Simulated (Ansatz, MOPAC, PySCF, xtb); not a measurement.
Lewis adduct: BH3 (SMILES B) (first 4 atoms) with C3H9N (SMILES CN(C)C); geometry from B3LYP-D3(BJ)/def2-TZVP, rigid monomers moved along the line of their centres of mass till B1···N6 is 2.31 Å.
(charge 0, multiplicity 1):
```xyz
17

B     -0.3868     0.0268     1.2712
H      0.4875     0.6458     0.7092
H     -0.4146    -1.1425     0.9625
H     -1.4690     0.5628     1.2011
C      1.4975    -0.5785     3.6983
N      0.1746     0.0606     3.5094
C      0.2331     1.4624     3.9846
C     -0.8452    -0.6802     4.2875
H      1.7775    -0.5710     4.7543
H      2.2341    -0.0338     3.1137
H      1.4454    -1.6010     3.3339
H      0.4987     1.4953     5.0439
H     -0.7386     1.9235     3.8297
H      0.9744     1.9984     3.3978
H     -0.5937    -0.6725     5.3507
H     -1.8124    -0.2104     4.1301
H     -0.8872    -1.7028     3.9220
```

Monomers are frozen at their geometry in the pair; levels with a basis set take the counterpoise correction. Rows marked so take none.

Rows in 3-21G, 6-31G*, STO-3G carry no dispersion term and start afresh at each structure (6-31G* with six Cartesian d functions). The state that AM1, PM7 reach isn't checked; PM7 holds dispersion and hydrogen-bond terms.

The values were computed with Ansatz (Gaussian orbitals); MOPAC for AM1, PM7 (differences of heats of formation); PySCF for 3-21G rows, 6-31G* rows, STO-3G rows, the dispersion terms; xtb for the GFN methods. 

```
level                           interaction energy (kcal/mol)
------------------------------  -----------------------------
AM1                                                     -8.30
PM7                                                    -17.75
GFN1-xTB                                               -18.25
HF/STO-3G (no counterpoise)                            -28.80
HF/3-21G (no counterpoise)                             -30.45
HF/aug-cc-pVDZ                                         -21.03
PBE-D3(BJ)/def2-TZVPPD                                      …
B3LYP/6-31G* (no counterpoise)                         -28.18
PBE0/def2-TZVPPD                                       -28.32
```

Q: Fill in the missing entries.

A: 
- PBE-D3(BJ)/def2-TZVPPD, interaction energy (kcal/mol): -31.66

Ansatz is a quantum-chemistry and plane-wave program.
